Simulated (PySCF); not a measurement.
r2SCAN on K⁺ (potassium, charge +1)

Configuration: [Ar], closed-shell 1S. Calculation: PySCF 2.14, in aug-cc-pVDZ-X2C (6s5p3d, 36 functions); the spin-free X2C one-electron Hamiltonian (Gaussian nucleus).

```
Total energy                        : -602.028 hartree
One-electron energy                 : -822.785 hartree
Hartree (Coulomb) energy            : 254.256 hartree
Exchange-correlation energy         : -33.498 hartree
⟨S²⟩                                : 0.0000
⟨L²⟩                                : 0.000
Sum of ⟨r⟩                          : 14.15 bohr
Sum of ⟨r²⟩                         : 19.48 bohr²
Langevin diamagnetic susceptibility : -15.4 ×10⁻⁶ cm³/mol
Time after the integrals            : 0.24 s of wall time on 1 thread of Intel(R) Xeon(R) Platinum 8375C CPU @ 2.90GHz (shared host)
```

```tsv
shell	electrons	mean orbital energy (hartree)	rms radius, mean of both spins (bohr)
1s	2	-130.22146	0.0937
2s	2	-13.44121	0.419
2p	6	-10.66508	0.389
3s	2	-1.58126	1.37
3p	6	-0.94259	1.55
```

Densities and radii are taken from the X2C orbitals without a picture-change correction, which distorts them close to the nucleus.
